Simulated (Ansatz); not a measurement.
A structure relaxed at PBE0-D4/def2-TZVP, charge 0, multiplicity 1:

```xyz
12

Si    1.6018   -0.4477   -2.1531
Al    0.2251    0.0255   -0.1810
C    -1.3917   -0.3480    0.8518
C    -0.7681    0.7384    1.7553
O     0.4666    1.1310    1.1167
H     0.8270   -0.1940   -3.4009
H     2.8308    0.3910   -2.1886
H     2.0134   -1.8802   -2.1672
H    -1.4869   -1.3235    1.3304
H    -2.3568   -0.0723    0.4252
H    -0.5465    0.3635    2.7596
H    -1.4146    1.6165    1.8517
```

Question: Give its formula and SMILES.

Answer: C2H7AlOSi, `[SiH3][Al]1[CH2]C[O]1`.

Question: Point group (tolerance 0.08 Å, 0.16 Å for H)?

Answer: Cs.

Question: Summarise the bond lengths by kind.

Answer: 1 × Al–Si 2.451 Å; 3 × H–Si 1.488 to 1.491 Å; 1 × Al–C 1.955 Å; 1 × Al–O 1.722 Å; 1 × C–C 1.545 Å; 4 × C–H 1.091 to 1.095 Å; 1 × C–O 1.444 Å.

Computed with Ansatz.
